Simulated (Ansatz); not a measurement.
`CB(Cl)I`, relaxed with RKS PBE0-D4/def2-TZVP in Ansatz 0.2.0 from a PBE-D4/def2-SVP geometry. The force threshold is 0.005 eV/Å; the program also tests the step.

Total charge 0; spin multiplicity 1. I takes the def2 core potential.

Start:

```xyz
7

C     0.733   -0.168    0.239
B    -0.720    0.265   -0.141
Cl   -1.538    1.607    0.647
I    -1.784   -0.802   -1.685
H     1.171    0.443    1.051
H     0.747   -1.237    0.542
H     1.392   -0.107   -0.654
```

**Question.** How much energy does the relaxation release, and in how many steps? (An estimate is asked.)

**Answer.** Computed: 2.15 kJ/mol, in 4 steps.

**Question.** Which bonds change most? (An estimate is asked.)

**Answer.** Computed: B2–I4 from 2.158 to 2.136 Å; C1–H6 from 1.111 to 1.095 Å; C1–H7 from 1.111 to 1.095 Å; C1–H5 from 1.107 to 1.091 Å.

**Question.** Give the relaxed structure. (An estimate is asked.)

**Answer.** Ansatz gave: 
```xyz
7

C     0.729   -0.168    0.238
B    -0.713    0.261   -0.141
Cl   -1.522    1.593    0.638
I    -1.771   -0.795   -1.668
H     1.157    0.434    1.040
H     0.742   -1.222    0.535
H     1.378   -0.102   -0.642
```
